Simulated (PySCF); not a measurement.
C6H4O, SMILES C#Cc1ccoc1.

Coordinates come from a PBE0-D3(BJ)/def2-SVP optimisation.

These are PySCF with PBE/def2-TZVP values and carry that method's errors.

Symmetry labels are those of the subgroup Cs that the program uses (full group Cs).

Computed valence orbital energies around the gap with their symmetry:
```
orbital  symmetry  energy (eV)
-------  --------  -----------
HOMO−7         A'       -11.44
HOMO−6         A'       -10.61
HOMO−5         A'       -10.17
HOMO−4         A'        -9.37
HOMO−3         A"        -8.25
HOMO−2         A'        -6.78
HOMO−1         A"        -6.51
HOMO           A"        -5.67
LUMO           A"        -1.38
LUMO+1         A"        -0.50
LUMO+2         A'        -0.11
LUMO+3         A'         1.19
```
